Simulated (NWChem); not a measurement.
System: pyrazole (C₃H₄N₂); SMILES c1cn[nH]c1

All runs: NWChem. Geometry: optimised at PBE0/def2-SVP.

**Question.** What does the run give for PW6B95/def2-TZVP? Quantities: highest occupied level (eV); orbital gap (eV); dipole (D).

**Answer.** 
```yaml
highest occupied level (eV): -7.29
orbital gap (eV): 7.85
dipole (D): 2.28
```
